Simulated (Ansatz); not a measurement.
Ideal-gas functions of F3Ge, SMILES `[F][Ge]([F])[F]` radical at 600 K and 1 bar, from an Ansatz frequency run at PBE0-D4/def2-TZVP.

Molar mass 129.6 g/mol, point group C3v (symmetry number 3), electronic degeneracy 2, moments of inertia 85.829, 85.83, 144.447 u Å². Harmonic wavenumbers (cm⁻¹, unscaled): 210, 210, 266, 699, 728, 728.

Use S(trans) = R[1.5 ln M + 2.5 ln T − 1.1517]; rotational temperatures θ = 24.2544 K / I; S(rot) = R[ln(√π/σ · √(T³/θAθBθC)) + 1.5]; for each mode x = 1.438777 ν̃/T, S = R[x/(eˣ − 1) − ln(1 − e⁻ˣ)] and H = RT x/(eˣ − 1); 1 cm⁻¹ = 0.0119627 kJ/mol; R = 8.31446 J/(mol·K).

Q: By hand: the entropy, in J/(mol·K).

A: Translation 184.1. Rotation: θ = 0.2826, 0.2826, 0.1679 K, giving 105.8. Vibration, mode by mode: 14.11, 14.11, 12.19, 4.93, 4.66, 4.66, in all 54.7. Electronic 5.8. Sum 350.4 J/(mol·K).

Q: By hand: H − E and G − E in kJ/mol, counted from the electronic energy.

A: Zero-point energy ½ × 2841 × 0.0119627 = 17.0; thermal vibration 16.8; translation, rotation and pV give 4 RT = 20.0. H − E = 53.8 kJ/mol, and G − E = 53.8 − 600 × 350.4/1000 = -156.4 kJ/mol.

Vibration gives 16 % of the entropy.
